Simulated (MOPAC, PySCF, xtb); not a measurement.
Pair of molecules: SiH4 (SMILES [SiH4]) (first 5 atoms) with SiH4 (SMILES [SiH4]); geometry from B3LYP-D3(BJ)/def2-TZVP, rigid monomers moved along the line of their centres of mass till Si1···Si6 is 3.62 Å.
(charge 0, multiplicity 1):
```xyz
10

Si     0.018    -0.168    -0.102
H      1.069     0.873    -0.087
H     -1.076     0.225     0.816
H      0.590    -1.458     0.342
H     -0.521    -0.309    -1.473
Si    -0.014     0.133     3.502
H     -0.820    -1.083     3.259
H      1.121     0.167     2.552
H      0.507     0.114     4.888
H     -0.855     1.335     3.306
```

Interaction energies are E(AB) − E(A) − E(B) at the monomers' geometry in the complex; basis-set methods are counterpoise corrected. Rows marked so take none.

Rows in 3-21G, STO-3G carry no dispersion term and start afresh at each structure. The state that AM1 reach isn't checked.

The values were computed with MOPAC for AM1 (differences of heats of formation); PySCF for 3-21G rows, STO-3G rows; xtb for the GFN methods. 

Task: One of these levels gives 1.51 kcal/mol for the interaction energy. Name it.
A) AM1
B) HF/3-21G (no counterpoise)
C) HF/STO-3G (no counterpoise)
D) GFN2-xTB

Result: A, AM1. The others give 0.71 (GFN2-xTB), 3.20 (HF/STO-3G (no counterpoise)), 2.40 (HF/3-21G (no counterpoise))
